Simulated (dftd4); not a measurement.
CdI₂, charge +1, doublet, geometry from GFN2-xTB (such geometries of metal compounds can be far from the true shape) (a state made from the parent by changing its charge; the spin is typed, not shown lowest); dftd4 with D4 for b97d.

The dftd4 input:
```
$ dftd4 mol.xyz --func b97d --charge 1 --json dftd4.json --noedisp --grad

# file mol.xyz
3

Cd    -0.02135930     0.00986032     0.01528230
I     -0.24305620     2.07466686    -1.70162621
I      0.26240047    -2.08359696     1.68778564
```

The log (banner, timings and long lists left out):

```
                    ____  _____ _____     ____  _  _
      -------------|  _ \|  ___|_   _|---|  _ \| || |------------
     |             | | | | |_    | | ___ | | | | || |_           |
     |             | |_| |  _|   | ||___|| |_| |__   _|          |
     |             |____/|_|     |_|     |____/   |_|            |
     |             ===================================           |
     |            E. Caldeweyher, S. Ehlert & S. Grimme          |
     |          Mulliken Center for Theoretical Chemistry        |
     |                    University of Bonn                     |
      -----------------------------------------------------------

Rational (Becke-Johnson) damping: b97d-D4-ATM
---------------------
  s6         1.0000
  s8         1.6946
  s9         1.0000
  a1         0.2890
  a2         4.1341
 alp        16.0000
--------------------

Dispersion energy:      -2.0151447753427E-02 Eh

Gradient norm:           2.5054151443950E-03 Eh/a0
--------------------------------------------------
     #    Z           dE/dx      dE/dy      dE/dz
--------------------------------------------------
     1   48 Cd   -2.999E-05  1.385E-05  2.146E-05
     2   53 I    -1.512E-04  1.360E-03 -1.125E-03
     3   53 I     1.812E-04 -1.374E-03  1.103E-03
--------------------------------------------------

Virial:
--------------------------------------------------
      component           x          y          z
--------------------------------------------------
          x       1.605E-04 -1.306E-03  1.063E-03
          y      -1.306E-03  1.074E-02 -8.755E-03
          z       1.063E-03 -8.755E-03  7.137E-03
--------------------------------------------------

[Info] Dispersion results written to 'dftd4.txt'
[Info] JSON dump of results written to 'dftd4.json'
```
